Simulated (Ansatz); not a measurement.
Steps of a relaxation of C2H6FNSn, SMILES `C=[C](N)[SnH2][F]` with RKS PBE0-D4/def2-TZVP.

```sh
$ ansatz run in.yaml --threads 4 --pin off --events-out ev --progress --plain --max-ram 10444MiB
```

```yaml
crystal:
  periodic: [false, false, false]
  atoms:
    - {symbol: C, position_ang: [0.607239, 1.302458, 0.820587]}
    - {symbol: C, position_ang: [-0.224504, 0.382805, 0.264470]}
    - {symbol: N, position_ang: [-1.602478, 0.474308, 0.184826]}
    - {symbol: Sn, position_ang: [0.710373, -1.292833, -0.719769]}
    - {symbol: F, position_ang: [0.666389, -0.977674, -2.664307]}
    - {symbol: H, position_ang: [0.220101, 2.203960, 1.329860]}
    - {symbol: H, position_ang: [1.699093, 1.195166, 0.759491]}
    - {symbol: H, position_ang: [-2.141478, -0.390101, 0.136911]}
    - {symbol: H, position_ang: [-2.056149, 1.201570, 0.746579]}
    - {symbol: H, position_ang: [-0.196520, -2.759772, -0.529142]}
    - {symbol: H, position_ang: [2.383035, -1.396788, -0.308806]}
basis:
  gaussian: {orbitals: def2-TZVP}
hamiltonian: {xc: pbe0, dispersion: d4}
relax: {f_tol: 0.005, max_steps: 150}
```

Positions (Å) and forces (eV/Å) along the path, 12 of 41 steps:

```xyz
11
step=1 energy=-12205.8142 eV
C     0.607    1.302    0.821   -0.437   -0.348   -0.221
C    -0.225    0.383    0.264    0.584    0.380    0.152
N    -1.602    0.474    0.185   -0.273    0.013    0.334
Sn    0.710   -1.293   -0.720   -0.046    0.153   -0.432
F     0.666   -0.978   -2.664    0.013   -0.141    0.869
H     0.220    2.204    1.330    0.200   -0.477   -0.269
H     1.699    1.195    0.759   -0.599    0.039    0.035
H    -2.141   -0.390    0.137    0.371    0.541    0.053
H    -2.056    1.202    0.747    0.324   -0.474   -0.327
H    -0.197   -2.760   -0.529    0.196    0.295   -0.069
H     2.383   -1.397   -0.309   -0.332    0.020   -0.124
11
step=8 energy=-12205.8907 eV
C     0.599    1.238    0.884   -0.073   -0.050   -0.035
C    -0.214    0.388    0.243   -0.005    0.000   -0.032
N    -1.578    0.539    0.103    0.076   -0.048    0.031
Sn    0.718   -1.274   -0.704   -0.009    0.002   -0.124
F     0.435   -1.089   -2.612    0.025   -0.030    0.186
H     0.221    2.115    1.406    0.000   -0.006   -0.003
H     1.673    1.095    0.885   -0.041    0.012    0.006
H    -2.133   -0.286   -0.056    0.039    0.087    0.018
H    -2.026    1.218    0.699    0.005   -0.005   -0.003
H    -0.036   -2.770   -0.347    0.040    0.054   -0.028
H     2.407   -1.231   -0.480   -0.058   -0.013   -0.018
11
step=11 energy=-12205.8936 eV
C     0.594    1.224    0.902   -0.008    0.010    0.014
C    -0.212    0.387    0.237    0.035    0.017    0.004
N    -1.569    0.558    0.089   -0.067   -0.060   -0.013
Sn    0.723   -1.274   -0.704    0.008   -0.013    0.018
F     0.381   -1.134   -2.598   -0.008    0.005   -0.019
H     0.209    2.094    1.432   -0.006   -0.008   -0.008
H     1.666    1.082    0.920    0.012   -0.011   -0.003
H    -2.137   -0.249   -0.105    0.025    0.054    0.009
H    -2.016    1.233    0.691    0.011   -0.005   -0.005
H     0.013   -2.778   -0.312    0.012    0.014    0.003
H     2.414   -1.199   -0.533   -0.014   -0.004    0.001
11
step=12 energy=-12205.8927 eV rejected
C     0.592    1.200    0.940   -0.062   -0.032   -0.031
C    -0.210    0.393    0.230    0.082    0.092    0.078
N    -1.559    0.589    0.054   -0.159   -0.209   -0.064
Sn    0.729   -1.268   -0.704    0.018   -0.075   -0.115
F     0.268   -1.198   -2.586    0.039   -0.009    0.166
H     0.205    2.061    1.484   -0.007   -0.021   -0.016
H     1.662    1.045    0.982   -0.007   -0.023   -0.016
H    -2.136   -0.199   -0.203    0.138    0.200    0.058
H    -2.016    1.248    0.667    0.021   -0.013   -0.013
H     0.101   -2.789   -0.223    0.033    0.093   -0.034
H     2.429   -1.140   -0.621   -0.095   -0.004   -0.015
11
step=14 energy=-12205.8944 eV
C     0.592    1.199    0.943   -0.034   -0.021   -0.015
C    -0.208    0.393    0.231    0.037    0.059    0.045
N    -1.556    0.588    0.052   -0.092   -0.117   -0.031
Sn    0.730   -1.270   -0.704    0.010   -0.029   -0.073
F     0.261   -1.202   -2.580    0.022   -0.007    0.097
H     0.202    2.058    1.486   -0.002   -0.009   -0.010
H     1.661    1.044    0.987   -0.007   -0.017   -0.011
H    -2.133   -0.195   -0.209    0.082    0.108    0.029
H    -2.013    1.248    0.663    0.009   -0.003   -0.006
H     0.103   -2.786   -0.220    0.019    0.045   -0.016
H     2.426   -1.133   -0.629   -0.044   -0.009   -0.008
11
step=15 energy=-12205.8949 eV
C     0.590    1.198    0.948   -0.022    0.001   -0.006
C    -0.207    0.394    0.230    0.045    0.051    0.039
N    -1.555    0.590    0.049   -0.102   -0.114   -0.038
Sn    0.732   -1.267   -0.704    0.002   -0.035   -0.031
F     0.251   -1.209   -2.575    0.008    0.002    0.040
H     0.200    2.056    1.491   -0.002   -0.011   -0.005
H     1.659    1.041    0.994    0.003   -0.017   -0.010
H    -2.131   -0.190   -0.220    0.074    0.099    0.027
H    -2.014    1.247    0.662    0.011   -0.004   -0.007
H     0.112   -2.781   -0.212    0.008    0.022   -0.005
H     2.428   -1.136   -0.643   -0.026    0.007   -0.003
11
step=22 energy=-12205.9014 eV
C     0.577    1.151    1.047   -0.017   -0.032   -0.028
C    -0.188    0.411    0.233   -0.011    0.019    0.004
N    -1.513    0.643   -0.033   -0.011   -0.051    0.018
Sn    0.750   -1.255   -0.694   -0.005   -0.054   -0.115
F    -0.039   -1.349   -2.463    0.041    0.010    0.121
H     0.176    1.994    1.605    0.003    0.001    0.003
H     1.636    0.952    1.161   -0.028    0.004    0.001
H    -2.070   -0.065   -0.479    0.070    0.058    0.019
H    -2.020    1.262    0.580    0.003   -0.001   -0.020
H     0.330   -2.771   -0.029    0.003    0.038   -0.004
H     2.425   -1.031   -0.906   -0.048    0.009    0.000
11
step=23 energy=-12205.9036 eV
C     0.576    1.138    1.068   -0.027   -0.040   -0.038
C    -0.180    0.409    0.234   -0.013    0.036    0.014
N    -1.499    0.648   -0.052   -0.019   -0.057    0.021
Sn    0.755   -1.258   -0.693   -0.040    0.014   -0.114
F    -0.101   -1.371   -2.431    0.059   -0.008    0.141
H     0.171    1.979    1.626    0.002    0.001    0.002
H     1.631    0.931    1.197   -0.030    0.003    0.001
H    -2.046   -0.043   -0.534    0.081    0.066    0.024
H    -2.018    1.262    0.556    0.004   -0.001   -0.022
H     0.359   -2.760    0.017    0.041    0.031   -0.033
H     2.416   -0.992   -0.966   -0.057   -0.044    0.003
11
step=26 energy=-12205.9207 eV
C     0.550    1.102    1.164   -0.020   -0.055   -0.080
C    -0.153    0.422    0.245    0.010    0.099    0.082
N    -1.443    0.685   -0.129   -0.149   -0.182   -0.122
Sn    0.777   -1.240   -0.691   -0.147   -0.105   -0.203
F    -0.373   -1.473   -2.250    0.180    0.047    0.225
H     0.124    1.939    1.714   -0.005   -0.014    0.005
H     1.585    0.861    1.374   -0.065    0.003   -0.007
H    -1.937    0.059   -0.750    0.220    0.174    0.171
H    -2.015    1.277    0.452    0.048   -0.013   -0.041
H     0.581   -2.726    0.131    0.035    0.054   -0.024
H     2.370   -0.963   -1.238   -0.108   -0.011   -0.005
11
step=28 energy=-12205.9353 eV
C     0.533    1.100    1.215    0.012   -0.019    0.068
C    -0.142    0.399    0.296    0.065    0.072   -0.207
N    -1.430    0.603   -0.099   -0.443   -0.121   -0.037
Sn    0.789   -1.255   -0.656   -0.150    0.062   -0.283
F    -0.500   -1.432   -2.110    0.118   -0.055    0.096
H     0.073    1.910    1.777    0.046    0.043   -0.042
H     1.574    0.885    1.417   -0.030   -0.010    0.111
H    -1.828    0.118   -0.893    0.301    0.116    0.260
H    -1.990    1.332    0.318    0.165   -0.081   -0.069
H     0.687   -2.744    0.165    0.032    0.009    0.000
H     2.300   -0.971   -1.409   -0.116   -0.017    0.103
11
step=35 energy=-12205.9746 eV
C     0.534    1.117    1.184    0.029    0.014    0.004
C    -0.154    0.375    0.312   -0.016   -0.009   -0.004
N    -1.494    0.499    0.024   -0.003    0.002   -0.002
Sn    0.761   -1.273   -0.666    0.009   -0.004   -0.006
F    -0.453   -1.431   -2.171   -0.001    0.002    0.004
H     0.076    1.943    1.724   -0.006    0.001    0.001
H     1.580    0.926    1.389   -0.005   -0.004   -0.001
H    -1.794    0.171   -0.881    0.000   -0.003    0.001
H    -1.943    1.354    0.317   -0.004   -0.001    0.001
H     0.655   -2.780    0.119   -0.006    0.001   -0.002
H     2.297   -0.958   -1.328    0.003    0.001    0.004
11
step=41 energy=-12205.9749 eV
C     0.541    1.128    1.167   -0.002    0.000    0.000
C    -0.155    0.374    0.310    0.002    0.001    0.001
N    -1.501    0.484    0.042   -0.002    0.002    0.003
Sn    0.761   -1.274   -0.665   -0.002    0.001   -0.002
F    -0.421   -1.403   -2.198    0.001   -0.001    0.001
H     0.083    1.953    1.707    0.001    0.000    0.000
H     1.590    0.945    1.358    0.000    0.000    0.000
H    -1.807    0.160   -0.862    0.000    0.001   -0.001
H    -1.953    1.335    0.342    0.001   -0.003   -0.002
H     0.610   -2.788    0.099    0.001   -0.001   -0.001
H     2.318   -0.969   -1.281    0.001   -0.001    0.000
```

It took 100 s on 4 threads of an Intel Xeon Platinum 8488C on a shared host, with 0.62 GiB of host memory at the peak.
